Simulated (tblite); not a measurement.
C2H7F3Si2.
SMILES: `FC(F)(F)C([SiH3])[SiH3]`

All values are computed: GFN2-xTB (tblite) harmonic vibrations without scaling, gas phase. Against measured fundamentals such values can be off by several per cent, at times by over 20. Modes of hydrogen on silicon can be 10 to 20 % off.

Harmonic wavenumbers (cm⁻¹): 40.6, 110.7, 111.5, 150.2, 156.4, 182.6, 328.6, 341.6, 457.1, 490.8, 503.8, 527.0, 538.6, 543.8, 626.0, 711.1, 753.3, 765.2, 766.6, 780.7, 784.7, 805.8, 851.6, 871.8, 995.1, 1017.8, 1083.6, 1190.2, 1236.0, 2284.1, 2295.9, 2297.2, 2302.6, 2303.2, 2313.2, 2952.4.

A = 1890, B = 1663, C = 1079 MHz; mass 144.004 u (most abundant isotopes); point group Cs, symmetry number 1.

Question: What is the zero-point energy?

Answer: ½Σν̃ = 17236 cm⁻¹ = 206.18 kJ/mol.

Question: Give the ideal-gas entropy at 400 K and 1 bar in the rigid-rotor, harmonic-oscillator model (classical rotation).

Answer: Translation 176.95, rotation 124.75, vibration 160.95: S = 462.6 J/(mol K).

Question: And Cp and H(400 K) − H(0)?

Answer: Cp = 194.23 J/(mol K), of which vibrations give 160.97 (their classical limit is 36 R = 299.3); H(400 K) − H(0) = 47.10 kJ/mol without the zero-point energy, 33.80 from vibrations.

Question: Which modes carry the vibrational entropy at 400 K?

Answer: 40.6 cm⁻¹: 24.32; 110.7 cm⁻¹: 16.03; 111.5 cm⁻¹: 15.97; 150.2 cm⁻¹: 13.53; 156.4 cm⁻¹: 13.21; 182.6 cm⁻¹: 11.96 J/(mol K); the other 30 give 65.94 together.

Question: What must be added to the electronic energy to get the Gibbs energy at 400 K and 1 bar?

Answer: ZPE + [H(400 K) − H(0)] − T·S = 206.18 + 47.10 − 185.06 = 68.22 kJ/mol.

Hindered rotation and anharmonicity are outside this model.

On one thread, Arm Neoverse N1 (aarch64), no GPU, shared host with 64 logical CPUs at a one-minute load of 57, this took 0.74 s. This covers the Hessian and the dipole derivatives.

Conformer computed: `[F:1][C:2]([F:3])([F:4])[CH:5]([SiH3:6])[SiH3:7]`: F1–C2–C5–Si6 -63°.
